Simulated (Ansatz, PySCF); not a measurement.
Energy difference R1 → P1 + P2, each structure at its B3LYP-D3(BJ)/def2-TZVP stationary point, reached from a drawn start (curvature not checked).
R1, BH3O3 (SMILES OB(O)O) (charge 0, multiplicity 1):
```xyz
7

B      0.0000     0.0000    -0.0002
O      1.3609     0.0420     0.1475
H      1.7422    -0.8211     0.3348
O     -0.6953     1.1486    -0.2704
H     -0.1266     1.9219    -0.3342
O     -0.6657    -1.1906     0.1224
H     -1.6156    -1.1008    -0.0002
```
P1, BH2O2 (SMILES O[B]O) (charge 0, multiplicity 2):
```xyz
5

B      0.1763     0.4209    -0.4068
O      1.3498    -0.1090    -0.0249
H      1.2756    -0.8151     0.6369
O     -1.0243     0.0158     0.0808
H     -1.7774     0.4872    -0.2861
```
P2: OH (SMILES [OH]), charge 0, multiplicity 2.

P less R. No zero-point or thermal terms; singlets are restricted closed shells; open shells are unrestricted; no spin–orbit coupling. One arrangement of each flexible species, with no search for the lowest.

Cores are frozen in the correlated methods.

Codes used: Ansatz (a quantum-chemistry and plane-wave program); PySCF for the D3/D4 terms. No computed number here is a measurement.

| level | reaction energy (kcal/mol) |
|---|---|
| revPBE/def2-TZVPP | 141.94 |
| r2SCAN/def2-TZVPP | 146.46 |
| r2SCAN-D4/def2-TZVPP | 146.66 |
| B3LYP/def2-TZVPP | 146.63 |
| PBE0/def2-TZVPP | 147.91 |
| BHLYP/def2-TZVPP | 144.90 |
| wB97M-V/def2-TZVPP | ___ |
| B2PLYP/def2-TZVPP | ___ |
| CCSD(T)/cc-pVTZ | ___ |

Q: What belongs in the gaps?

A: 
- wB97M-V/def2-TZVPP, reaction energy (kcal/mol): 153.94
- B2PLYP/def2-TZVPP, reaction energy (kcal/mol): 149.90
- CCSD(T)/cc-pVTZ, reaction energy (kcal/mol): 151.61
